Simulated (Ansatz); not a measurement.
Consider the formal exchange of groups at a C–C bond: `C#CCOC(=O)OC` + ethane → `CCCOC(=O)OC` + acetylene.

Computed with Ansatz on PBE0-D4/def2-TZVP structures; ΔE is electronic, products minus reactants. CBS: MP2 limit from def2 TZ/QZ plus the TZ coupled-cluster correction, frozen cores. This one scheme is used for every species. DFT in def2-TZVPP. B3LYP here is the variant with VWN-RPA as its local correlation; programs differ in this. Each species was taken in one conformer, which may not be the lowest.

Q: Is it downhill or uphill in electronic energy at CCSD(T)/CBS, and by how much? (Estimate.)

A: Ansatz gave: Nearly level: ΔE = -0.03 eV.

Q: What do these levels give: PBE-D4, r2SCAN-D4, ωB97X-V, ωB97M-V, PBE, PBE0, B3LYP, HF/def2-TZVPP, CCSD(T)/def2-TZVPP, HF/def2-QZVPP, MP2/def2-QZVPP, CCSD/CBS(def2)? (Best estimate.)

A: The calculation gave: PBE-D4 0.10, r2SCAN-D4 0.06, ωB97X-V 0.01, ωB97M-V 0.00, PBE 0.11, PBE0 0.08, B3LYP 0.08, HF/def2-TZVPP 0.00, CCSD(T)/def2-TZVPP -0.01, HF/def2-QZVPP 0.00, MP2/def2-QZVPP 0.01, CCSD/CBS(def2) -0.03 eV.

Largest T1 diagnostic among the species: 0.014.

From PBE to PBE0 (25 % exact exchange), in def2-TZVPP and without D4, ΔE moves by −0.03 eV.
